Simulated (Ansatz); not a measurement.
Gas-phase electronic energies from Ansatz, PBE0-D4/def2-TZVP geometries. CBS: MP2 limit from def2 TZ/QZ plus the TZ coupled-cluster correction, frozen cores. DFT in def2-TZVPP. For Ge outer-core shells are correlated without core-valence functions, which leaves a few kJ/mol of doubt a bond. Scalar relativity is left out up to krypton. Each species was taken in one conformer, which may not be the lowest.

Consider the ligand exchange at the Si–S bond: `O[SiH](O)S[SiH](O)O` + `[NH2][GeH2][OH]` → `[OH][GeH2][NH][SiH](O)O` + `O[SiH](O)S`.

`O[SiH](O)S[SiH](O)O`:

Z-matrix (Å, degrees):
```
Si
O 1 1.628
S 1 2.161 2 110.1
O 1 1.628 2 109.7 3 123.4
H 1 1.474 2 114.0 3 -119.5
H 2 0.967 1 118.8 3 25.6
Si 3 2.125 1 100.5 2 13.2
H 4 0.959 1 118.1 2 -55.1
O 7 1.634 3 107.3 1 -172.1
O 7 1.650 3 112.3 1 -52.7
H 7 1.473 3 112.5 1 64.0
H 9 0.958 7 118.2 3 -14.6
H 10 0.961 7 116.3 3 -75.1
```

`[NH2][GeH2][OH]`:

Cartesian coordinates in Å:
```
N 0.129 1.347 -0.358
Ge -0.181 -0.296 0.359
O 1.109 -1.330 -0.302
H -0.147 1.488 -1.317
H -0.156 2.133 0.206
H -1.522 -0.958 -0.040
H -0.049 -0.150 1.884
H 0.817 -2.234 -0.432
```

`[OH][GeH2][NH][SiH](O)O`:

Cartesian coordinates in Å:
```
O -0.741 -0.132 2.084
Ge -0.096 1.305 1.216
N -0.011 0.894 -0.560
Si 0.598 -0.604 -1.130
O -0.585 -1.214 -2.096
O 0.984 -1.508 0.173
H -1.680 -0.263 1.932
H -1.036 2.510 1.393
H 1.287 1.475 1.844
H -0.615 1.425 -1.168
H 1.847 -0.519 -1.920
H -0.332 -1.917 -2.695
H 0.380 -1.453 0.927
```

`O[SiH](O)S`:

Z-matrix (Å, degrees):
```
Si
O 1 1.629
S 1 2.137 2 115.3
O 1 1.641 2 106.1 3 -122.0
H 1 1.476 2 107.0 3 115.4
H 2 0.959 1 117.6 3 88.8
H 3 1.345 1 94.4 2 -64.7
H 4 0.959 1 116.5 2 161.4
```

| level | ΔE (kcal/mol) |
| --- | --- |
| PBE-D4 | -1.3 |
| PBE0 | -2.4 |
| HF/def2-TZVPP | -6.4 |
| SCS-MP2/def2-TZVPP | -5.2 |

Q: What does CCSD(T)/CBS give? (Estimate.)

A: The calculation gave: -4.1 kcal/mol. The listed levels differ from it by 2.8, 1.7, -2.3, -1.1 kcal/mol.

Largest T1 diagnostic among the species: 0.012.

In def2-TZVPP, CCSD(T) changes the Hartree–Fock value by +1.2 kcal/mol (the triples alone add +0.6 kcal/mol) and MP2 by +2.2 kcal/mol.
